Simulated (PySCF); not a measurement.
Isomers C9H8O2:

A. SMILES C#C[C@@]12CC=C[C@@H]1[C@H]2OC=O
B. `O=C1C=CC=C(C(=C)C)C1=O`
C. SMILES C1=C\C=C/C=C(OC=O)\C=C/1

Spectrum 1. 1H NMR (400 MHz, computed): δ 8.21 (s, 1H), 7.59 (d, 1H), 6.37 (m, 1H), 6.37 (m, 1H), 6.25 (m, 1H), 6.17 (m, 1H), 6.11 (m, 1H), 6.05 (d, 1H). 13C{1H} NMR (computed): δ 163.2 (CH), 154.3 (C), 144.9 (CH), 142.6 (CH), 139.8 (CH), 139.5 (CH), 139.2 (CH), 137.0 (CH), 128.3 (CH).

Spectrum 2. 1H NMR (400 MHz, computed): δ 7.13 (m, 1H), 6.55 (d, 1H), 6.11 (d, 1H), 6.06 (m, 1H), 5.99 (m, 1H), 2.02 (s, 3H). 13C{1H} NMR (computed): δ 191.9 (C), 191.3 (C), 149.8 (C), 146.3 (CH), 143.2 (C), 137.1 (CH2), 133.8 (CH), 133.3 (CH), 24.5 (CH3).

Spectrum 3. 1H NMR (400 MHz, computed): δ 8.21 (s, 1H), 6.10 (m, 1H), 5.74 (m, 1H), 4.26 (m, 1H), 3.07 (m, 1H), 2.88 (m, 1H), 2.50 (m, 1H), 1.61 (s, 1H). 13C{1H} NMR (computed): δ 164.9 (CH), 140.4 (CH), 138.1 (CH), 86.8 (C), 77.6 (CH), 67.1 (CH), 47.6 (CH2), 43.1 (CH), 25.8 (C).

Theoretical values (PySCF 2.14.0 with density-fitted response routines): GFN2-xTB structure, PBE0/pcSseg-1 with gauge-including orbitals. Rapidly exchanging positions averaged, non-relativistic Hamiltonian, in vacuum, one computed conformer.

Chemical shifts δ = σref − σ; 1H and 13C against TMS, all at this level. Where no couplings were computed, multiplicities follow the n + 1 count of equivalent neighbours, and m marks all less simple cases (inequivalent or close neighbours, rings, F or P nearby). Shifts are as computed. Against solution values, carbons near 30 ppm lie about +3 ppm off and those near 130 ppm about +5 ppm. Of 1211 compounds with measured shifts, 218 miss one by over three times the rms of a fit or turn the order of signals round; such compounds aren't used in these exercises.

Which spectrum belongs to which compound?

Answers

1–C, 2–B, 3–A.

- Spectrum 1 (C): 9 13C signals; δC 163.2 is an ester carbonyl carbon; δC 154.3 is an alkene carbon bearing oxygen.
- Spectrum 2 (B): 9 13C signals; δC 191.9 is a ketone carbonyl carbon; δC 191.3 is a ketone carbonyl carbon.
- Spectrum 3 (A): 9 13C signals; δC 164.9 is an ester carbonyl carbon; δC 140.4 is an alkene CH.
